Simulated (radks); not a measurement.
Species: the thulium ion Tm+. Configuration: [Kr] 4d10 4f13 5s2 5p4 6s1 5d2 (not the ground configuration). Calculated with a radial shooting solver on a logarithmic mesh with Libxc functionals: scalar-relativistic Kohn-Sham, B86b exchange with PBE correlation, spin-polarised, spherical densities, finite nucleus; open shells are filled with parallel spins first (spin-orbit coupling, left out, can overturn this in heavy ions); Fermi nuclear charge, rms radius 5.2256 fm. Some entries of the table are withheld. Estimate them.

orbital,occ.,eigenvalue (hartree),<r^2> (bohr^2)
1s up,1,-2179.024,0.0005485
1s down,1,-2179.019,0.0005485
2s up,1,-368.0288,0.008515
2s down,1,-368.0232,0.008515
2p up,3,-325.0429,0.006944
2p down,3,-325.0361,0.006944
3s up,1,-83.05837,0.05580
3s down,1,-83.04012,0.05578
3p up,3,-70.03663,0.05624
3p down,3,-70.01764,0.05623
3d up,5,-53.94835,0.04686
3d down,5,-53.93195,0.04684
4s up,1,-16.74119,0.2801
4s down,1,-16.70170,0.2801
4p up,3,-12.46435,0.3182
4p down,3,-12.42502,0.3180
4d up,5,-6.78174,0.3806
4d down,5,-6.73988,0.3794
5s up,1,-2.44857,1.671
5s down,1,-2.33768,1.657
5p up,3,-1.45431,2.343
5p down,1,-1.33381,2.339
4f up,7,-0.58980,(1)
4f down,6,-0.52837,(2)
6s up,1,-0.40901,12.10
5d up,2,-0.37124,(3)
6s down,0,-0.32019,12.85
5d down,0,-0.25982,(4)

Answer. 
(1) 4f up <r^2> (bohr^2): 0.8310
(2) 4f down <r^2> (bohr^2): 0.7892
(3) 5d up <r^2> (bohr^2): 6.425
(4) 5d down <r^2> (bohr^2): 7.157
